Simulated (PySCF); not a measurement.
C₂H₆BF₃Te.
Bonds: C1–Te2, Te2–C3, Te2–B4, B4–F5, B4–F6, B4–F7. Hydrogens: H8, H9, H10 on C1; H11, H12, H13 on C3.

The calculation used PBE0-D3(BJ)/def2-SVP geometry optimisation, gas phase, def2 core potentials past Kr (PySCF 2.14.0).

How far are the bound atoms from Te2?

3 atoms: C1 2.142 Å, C3 2.142 Å, B4 2.604 Å. The nearest atom not counted as bound is H9, at 2.68 Å (others tie with it).

List the angles at Te2.

```json
{"angle": "C1–Te2–C3", "degrees": "95.0", "distance of the outer atoms (Å)": "3.16"}
{"angle": "C3–Te2–B4", "degrees": "92.0", "distance of the outer atoms (Å)": "3.43"}
{"angle": "C1–Te2–B4", "degrees": "90.2", "distance of the outer atoms (Å)": "3.38"}
```

What is the shape at Te2?

Pyramidal: angles 95.0°, 92.0° and 90.2°, sum 277.2°, 1.25 Å off the plane of its three neighbours.

What are the other bond lengths?

B4–F5 1.350 Å; B4–F6, B4–F7 1.340 Å; C1–H8 and 5 like bonds 1.097 Å.

Give some angles away from the centre.

Te2–B4–F5 98.0°, Te2–B4–F6 100.2°, Te2–B4–F7 101.9°, F5–B4–F6 116.6°.

What are the rotational constants (commonest isotopes, rigid rotor)?

A = 2145, B = 1033, C = 977.0 MHz: a near-prolate asymmetric top.

Point group: near Cs, missed by 0.28 Å at most; the miss may be what the optimiser left on a soft mode. Charge 0, singlet. Whether it is a minimum is left open (no frequencies).

Conformer computed: `[CH3:1][Te+:2]([CH3:3])[B-:4]([F:5])([F:6])[F:7]`: C1–Te2–B4–F5 -53°.
